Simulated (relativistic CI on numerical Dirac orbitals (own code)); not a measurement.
## What each ingredient does to the levels of Sb32+

Base calculation: Dirac-Coulomb-Breit CI, KLI orbitals optimised for each configuration, model QED (radiative potential, 1s self-energy scaled to tabulated hydrogen-like ionisation energies), unscaled Slater integrals.

Configuration list (outside the closed core [Ne]): 3s2.3p6.3d, 3s2.3p5.3d2, 3s.3p6.3d2, 3s2.3p6.4s, 3s2.3p6.4p, 3s2.3p6.4d, 3s2.3p5.3d.4s, 3s2.3p6.4f, 3s2.3p5.3d.4p, 3s2.3p5.3d.4d, 3s.3p6.3d.4s, 3p6.3d2.4p, 3s2.3p5.3d.4f, 3s.3p6.3d.4p, 3s2.3p6.5s, 3s.3p6.3d.4d, 3s2.3p6.5p, 3s2.3p6.5d, 3s.3p6.3d.4f, 3s2.3p6.5f, 3s2.3p6.5g, 3p6.3d3, 3p5.3d4, 3p5.3d3.4s, 3p6.3d2.4s, 3p5.3d2.4s2, 3p6.3d2.4d, 3p5.3d3.4d, 3p5.3d2.4s.4d. Double excitations out of closed p, d and f shells are left out; levels of such configurations are missing from the list, as are those of other unlisted configurations, and high levels can miss mixing partners. These lack a partner that the ground configuration has and come out too high: 3s2.3p5.3d.4p, 3s2.3p5.3d.4f.

Variants: (1) P86 correlation estimate; (2) configuration mixing switched off. Shifts of the energy above 3s2.3p6.3d 2D_3/2, in cm⁻¹, for the lowest level and the first level of each name with at least 55 % of one term (blank where a level changes its place among those of its configuration and J or its character, or is not in the variant):

| Level | Base | Δ(1) | Δ(2) |
| --- | --- | --- | --- |
| 3s2.3p6.3d 2D_3/2 | 0 | 0 | 0 |
| 3s2.3p6.3d 2D_5/2 | 101907 | 0 | +141 |
| 3s2.3p5.3d2 4D°_1/2 | 1216948 | +2627 | -6704 |
| 3s2.3p5.3d2 4D°_3/2 | 1227500 | +2627 | -6504 |
| 3s2.3p5.3d2 4G°_9/2 | 1340777 | +2628 | -5602 |
| 3s2.3p5.3d2 4D°_7/2 | 1341149 | +2628 | -6096 |
| 3s2.3p5.3d2 4G°_11/2 | 1376509 | +2629 | -5335 |
| 3s2.3p5.3d2 4F°_9/2 | 1453292 | +2627 | -6421 |
| 3s2.3p5.3d2 2H°_11/2 | 1474849 | +2629 | -5353 |
| 3s2.3p5.3d2 2G°_9/2 | 1538067 | +2628 | -6160 |
| 3s2.3p5.3d2 2P°_1/2 | 1538969 | +2627 | -6638 |
| 3s.3p6.3d2 4F_3/2 | 2739527 | +4294 | -4231 |
| 3s.3p6.3d2 4F_5/2 | 2770332 | +4294 | -4335 |
| 3s.3p6.3d2 4F_7/2 | 2831336 | +4294 | -4188 |

At this charge energies of transitions that change n are usually good to better than 1 %, and those within a shell (Δn = 0) to a few per cent.

Ionisation energy from the two ground configurations alone: base 1953.19 eV; P86 correlation estimate 1954.89 eV. The NIST ASD value (theoretical) is 1954 eV.

LS names give the leading component of a level, which can be under half, so a name can repeat, a term be missing and a line seem to break the LS rules.
